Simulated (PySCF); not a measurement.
C₂H₇FSi₃, SMILES F[SiH2]C#C[SiH2][SiH3]. Geometry optimised at PBE0-D3(BJ)/def2-SVP. This is a generated structure with no PubChem entry under its InChIKey; it may be hypothetical.

Computed equilibrium geometry at PBE0-D3(BJ)/def2-SVP (PySCF confirms it by a frequency run) as Cartesian coordinates in Å:
```xyz
13

F      2.9755     1.4213     0.9841
Si     2.8892    -0.0772     0.3669
C      1.1473    -0.4624    -0.0250
C     -0.0146    -0.7415    -0.2954
Si    -1.7834    -1.0781    -0.6723
Si    -3.0130     0.8338    -0.0901
H      3.3947    -1.0286     1.3892
H      3.7018    -0.1134    -0.8757
H     -1.9180    -1.3827    -2.1282
H     -2.2284    -2.2658     0.1163
H     -2.8370     1.1136     1.3664
H     -2.5256     1.9997    -0.8863
H     -4.4627     0.6087    -0.3791
```
